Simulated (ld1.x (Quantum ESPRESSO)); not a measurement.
**An all-electron radial function and its pseudo partner (Re (Z = 75))**

Columns: radius, all-electron u(r) and pseudo u(r) of the 5d shell (level -32.99 eV) of rhenium in the configuration [Kr] 4d10 4f14 5s2 5p6 5d4 6s0 6p0; BLYP, scalar-relativistic, TM scheme, ld1.x (Quantum ESPRESSO) 7.5.

| r (bohr) | all-electron | pseudo |
| --- | --- | --- |
| 0.130 | 0.2451 | 0.0037 |
| 0.260 | -0.1969 | 0.0284 |
| 0.390 | -0.3882 | 0.0889 |
| 0.520 | -0.2151 | 0.1895 |
| 0.650 | 0.0808 | 0.3227 |
| 0.780 | 0.3598 | 0.4707 |
| 0.910 | 0.5747 | 0.6116 |
| 1.040 | 0.7195 | 0.7261 |
| 1.170 | 0.8040 | 0.8030 |
| 1.300 | 0.8414 | 0.8404 |
| 1.430 | 0.8445 | 0.8443 |
| 1.560 | 0.8236 | 0.8236 |
| 1.690 | 0.7867 | 0.7867 |
| 1.820 | 0.7399 | 0.7399 |
| 1.950 | 0.6873 | 0.6873 |
| 2.080 | 0.6323 | 0.6323 |
| 2.210 | 0.5770 | 0.5770 |
| 2.340 | 0.5230 | 0.5230 |
| 2.470 | 0.4712 | 0.4712 |
| 2.600 | 0.4224 | 0.4224 |
| 2.730 | 0.3770 | 0.3770 |
| 2.860 | 0.3352 | 0.3352 |
| 2.990 | 0.2968 | 0.2968 |
| 3.120 | 0.2621 | 0.2621 |
| 3.250 | 0.2307 | 0.2307 |
| 3.380 | 0.2025 | 0.2025 |

(1) How many radial nodes do the two functions have?

(2) At about which radius was the pseudo-wave matched?

(3) Is the pseudo-wave norm-conserving?

## Answers

(1) The all-electron 5d function has n − l − 1 = 2; the pseudo-wave has 0, since the states of the same l below it are removed with the core.

(2) 1.65 bohr. The columns agree to 0.0005 from 1.43 bohr on; several derivatives are matched, so the curves merge somewhat inside the radius.

(3) Yes: the TM scheme keeps the norm inside the radius equal to the all-electron one, which fixes the energy derivative of the logarithmic derivative at the level.
